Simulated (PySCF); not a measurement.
Computed properties of B(CCH)(H)2 (C₂H₃B), SMILES BC#C

B(CCH)(H)2 (C2H3B), SMILES C#CB. Coordinates come from a B3LYP-D3(BJ)/def2-TZVP optimisation. Other conformers were not sampled. All values are computed for the isolated molecule unless a solvent is named; none is compared with measurement here.

**Structure.** The optimised structure has C2v symmetry. All 12 harmonic modes at B3LYP-D3(BJ)/def2-TZVP (PySCF) are real, so it is a minimum. With heavy atoms numbered as in [BH2:1][C:2]#[CH:3], the shortest bond between them is C2–C3 at 1.210 Å and the longest B1–C2 at 1.500 Å.

**Vibrations.** The strongest infrared lines (harmonic, unscaled, degenerate partners summed) lie at 2605 cm⁻¹ (106 km/mol, H 95 %), 2682 cm⁻¹ (95 km/mol, H 88 %, B 12 %), 2144 cm⁻¹ (69 km/mol, C 90 %, H 9 %). The softest mode is at 261 cm⁻¹ and the zero-point energy is 24.2 kcal/mol.

**Electronic structure.** r2SCAN/def2-TZVPD (PySCF) places the frontier levels at -7.09 and -3.06 eV, a gap of 4.03 eV, and gives a dipole moment of 1.01 D and a mean polarisability of 39.1 bohr³.

**Excitations.** TDDFT-B3LYP/def2-SVPD (PySCF) has S1 at 3.81 eV (326 nm, f = 0.000, dark); the most intense of the 10 singlets computed lies at 8.09 eV (f = 0.56). T1 (TDA) is at 3.48 eV. No vertical singlet excitation falls in the visible range (under 3.1 eV).

**NMR.** GIAO shifts at PBE0/pcSseg-2 (PySCF) (non-relativistic, atoms alike by connectivity averaged): ¹³C from 102.1 to 150.3 ppm against TMS; ¹H from 5.7 to 6.9 ppm against TMS; ¹¹B at 61.7 ppm against BF3.
